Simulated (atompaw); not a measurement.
# Before and after: PAW (atompaw) potential for Er (Z = 68)

erbium (Er), PAW, made with atompaw 4.2.0.5 (LDA (PW92), scalar-relativistic). Core [Kr] 4d10, reference 4f12 5s2 5p6 5d0 6s1.75 6p0 (charge +0.25). Waves: 5s (bound): rc 2.10 bohr; 6s (bound): rc 2.45 bohr; 5p (bound): rc 1.55 bohr; 6p (bound, empty): rc 2.45 bohr; 5d (bound, empty): rc 2.45 bohr; 5d channel at 1.05 Ry: rc 2.45 bohr; 4f (bound): rc 0.70 bohr; 4f channel at 1.6 Ry: rc 0.70 bohr. Local part: troulliermartins scheme with l = 4 at 1 Ry, radius 2.15 bohr. Core correction: smooth core density matched at 2.00 bohr. Augmentation charge: sinc compensation charge, radius 2.05 bohr; PAW radius 2.45 bohr; waves and projectors: custom polynom vanderbiltortho.

All-electron outer shells of the reference configuration (LDA (PW92), scalar-relativistic, ld1.x):

```
shell  level (eV)  outermost node (bohr)  outermost maximum (bohr)
   4p     -315.47                   0.27                      0.49
   4d     -166.74                   0.25                      0.51
   5s      -53.59                   0.60                      1.11
   5p      -28.09                   0.65                      1.28
   6s       -5.25                   1.51                      3.26
   4f       -4.90                      –                      0.51
   5d       -2.43                   0.73                      2.08
   6p       -2.21                   1.86                      4.51
```

Change: wave 5p (bound): rc 1.55 bohr becomes 5p (bound): rc 2.38 bohr.

Cutoffs: the cutoffs (Ry, on a coarse ladder) from which the occupation-weighted sum of valence levels, in a spherical-Bessel basis at the reference potential, stays within 10 and 1 mRy of its value at 400 Ry; they do not see the model core or the augmentation charge, which bear on the density cutoff.

**Question.** What does the change do?

**Answer.** The range in which the p phases agree widens (upper end 1.6 → at the end of the scan); neither file shows a bound ghost.

```tsv
quantity	base	changed
cutoff, loose	over 300 Ry	over 300 Ry
cutoff, tight	over 300 Ry	over 300 Ry
loose cutoff by channel (10 mRy a level)	s 10 Ry, p 15 Ry, f 300 Ry	s 10 Ry, p 12 Ry, f 300 Ry
bound ghosts	none	none
s: phases at 2.46 bohr within 0.05 rad from the reference energy up to (Ry; the scan ends near 5)	3.9	3.9
p: phases at 2.46 bohr within 0.05 rad from the reference energy up to (Ry; the scan ends near 5)	1.6	to the end of the scan
d: phases at 2.46 bohr within 0.05 rad from the reference energy up to (Ry; the scan ends near 5)	to the end of the scan	to the end of the scan
f: phases at 2.46 bohr within 0.05 rad from the reference energy up to (Ry; the scan ends near 5)	to the end of the scan	to the end of the scan
lowest overlap eigenvalue by channel	s 0.67, p 0.63, d 0.93, f 0.99	s 0.67, p 0.84, d 0.93, f 0.99
```

 The cutoffs see the waves, projectors and local potential, not the compensation charge or the core.
